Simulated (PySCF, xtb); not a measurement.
Si(CCH)(H)2(Me) (C3H6Si), SMILES C([SiH2]C)#C.

xtb with GFN2-xTB at its own geometry gives an orbital gap of 5.31 eV and a dipole moment of 0.39 D.

Geometry optimised at r2SCAN-D4/def2-SVP.

**Question.** What does PBE0/def2-TZVP in PySCF give? (The exact figures need the calculation; the answer reports its results.)

**Answer.** gap 7.98 eV (levels -8.09 and -0.11 eV), dipole 0.78 D.
